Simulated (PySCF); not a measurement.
**Working out the ionisation energy of Sn**

Sn [Kr] 4d10 5s2 5p2 (3P) → Sn⁺ [Kr] 4d10 5s2 5p1 (2P). Computed with PySCF 2.14 in def2-SVP with the def2 core potential (28 electrons), with a scalar-relativistic core potential. Frozen: 4s2 4p6 4d10. Energies in hartree (1 hartree = 27.21139 eV):

```json
{"part": "UHF", "Sn (lower)": "-213.336133", "Sn⁺ (upper)": "-213.084290"}
{"part": "CCSD correlation", "Sn (lower)": "-0.048135", "Sn⁺ (upper)": "-0.039841"}
{"part": "(T)", "Sn (lower)": "-0.000589", "Sn⁺ (upper)": "-0.000369"}
```

Problem. What does Hartree-Fock give?

Solution. (-213.084290) − (-213.336133) = 0.251843 hartree = 6.853 eV.

Problem. What do CCSD and CCSD(T) give?

Solution. The CCSD correlation energies differ by 0.008294 hartree = 0.226 eV and the triples by 0.000220 hartree = 0.006 eV, so CCSD gives 7.079 eV and CCSD(T) 7.085 eV.

Measured between the centres of the two terms (NIST): 7.389 eV, so CCSD(T) (valence) is off by -0.304 eV.

A double-zeta basis recovers only part of the correlation energy.

What remains against the reference includes basis incompleteness, the frozen core and higher excitations.
